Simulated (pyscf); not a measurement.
Optimised with ωB97X-D3(BJ)/def2-SVP in PySCF. MP2 and CC: frozen core, UHF for open shells. ΔMP2 is the change of the MP2 total energy from the triple- to the quadruple-zeta basis.

Task: Estimate by transition-state theory (the high-pressure limit) the rate constant of •H₂C–AlH–CH₃ (SMILES [CH2][AlH][CH3]) → [H₃C–Al–CH₃]• (SMILES [CH3][Al][CH3]) (doublet surface; Al–H broken, C–H formed) at 900 K, with CCSD(T)/def2-TZVPP + ΔMP2(QZVPP) energies (ideal gas, 1 atm, RRHO with modes under 100 cm⁻¹ raised to 100, one conformer, R ln 2 for rigid chiral ones; no tunnelling).

Result: The electronic barrier is 36.5 kcal/mol and the thermal terms add +1.4, so ΔG‡ = 37.8 kcal/mol. With k_BT/h = 1.88e+13 s⁻¹ and RT = 1.788 kcal/mol, k = 1.2e+04 s⁻¹, a half-life of 5.7e-05 s through this channel alone. Wigner's tunnelling factor for 1568i cm⁻¹ would be 1.26. A shift of 1 kcal/mol in the barrier changes k by a factor 1.7. One saddle was located; it need not be the lowest between these sides. The CCSD(T) − MP2 part came from Ansatz, without density fitting, on the same reference.
